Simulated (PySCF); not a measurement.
Work out the structure from these simulated measurements.

Formula: C3H11BClP.

- UV, strongest line: among the 10 lowest singlet transitions: S6 at 6.78 eV (183 nm, f = 0.085) [TDDFT PBE0/def2-SVPD]
- 1H NMR: chemical shifts (computed TMS as zero) by class: 4.06 (3 H), 3.88 (1 H), 2.01 (1 H), 1.04 (3 H), 0.97 (1 H), 0.60 (1 H), 0.59 (1 H) ppm [GIAO PBE/pcSseg-1]
- Dipole: 4.71 D [PBE0/def2-SVPD]
- NMR, other nuclei: isotropic shieldings of nuclei other than C and H, by class: 109 (1 B), 463 (1 P), 952 (1 Cl) ppm [GIAO PBE/pcSseg-1]
- Valence photoelectron: vertical ionisation energy: 9.44 eV [ΔSCF PBE0/def2-SVPD]
- Polarisability: 96.2 au [PBE0/def2-SVPD]
- 13C NMR: chemical shifts (computed TMS as zero) by class: 26.9 (1 C), 25.4 (1 C), 20.2 (1 C) ppm [GIAO PBE/pcSseg-1]
- UV, first state: lowest singlet excitation: 6.32 eV (196 nm, f = 0.000) [TDDFT PBE0/def2-SVPD]
- Rotational structure: rotational constants A, B, C: 2.547, 1.297, 0.985 GHz [PBE0-D3(BJ)/def2-SVP]

The electronic properties come from PySCF, for the isolated species, density fitting. Levels stand in brackets. The structure is a single PBE0-D3(BJ)/def2-SVP conformer in the gas phase; no vibrational or solvent corrections. Each NMR value is the plain mean over a class of atoms that symmetry, rotation or inversion makes alike.

Task: Propose a structure and show how it fits.

Result: Numbering: `[CH3:1][CH2:2][CH2:3][B@@H-:4]([PH3+:5])[Cl:6]`. 3 carbons fall into 3 classes; from least to most shielded: sp3 carbon bound to boron [C3] (26.9 ppm), chain CH2 carbon [C2] (25.4 ppm), methyl carbon [C1] (20.2 ppm). Hydrogen classes from least to most shielded: 3 H on a phosphorus bonded to B and 3 H, P5 (4.06 ppm), 1 H on a four-coordinate boron, B4 (3.88 ppm), 1 H on a chain CH2 carbon, C2 (2.01 ppm), 3 H on a methyl carbon, C1 (1.04 ppm), 1 H on an sp3 carbon bound to boron, C3 (0.97 ppm), 1 H on an sp3 carbon bound to boron, C3 (0.60 ppm), 1 H on a chain CH2 carbon, C2 (0.59 ppm). The other shieldings belong to: 109 ppm, four-coordinate boron [B4]; 463 ppm, phosphorus bonded to B and 3 H [P5]; 952 ppm, chlorine bonded to B [Cl6]. The first electron is taken from the HOMO, whose largest Löwdin shares are 0.54 on the chlorine bonded to B, 0.17 on the four-coordinate boron, 0.12 on the B–H hydrogen and 0.07 on the sp3 carbon bound to boron. The optimised geometry has point group C1 and is an asymmetric top. Structure: `CCC[B@@H-]([PH3+])Cl`. The assignments are read from this structure; whether some other isomer fits the data as well wasn't checked. The mirror image fits equally.

The values belong to the conformer `[CH3:1][CH2:2][CH2:3][B@@H-:4]([PH3+:5])[Cl:6]`: C1–C2–C3–B4 -173°, C2–C3–B4–P5 -56°.
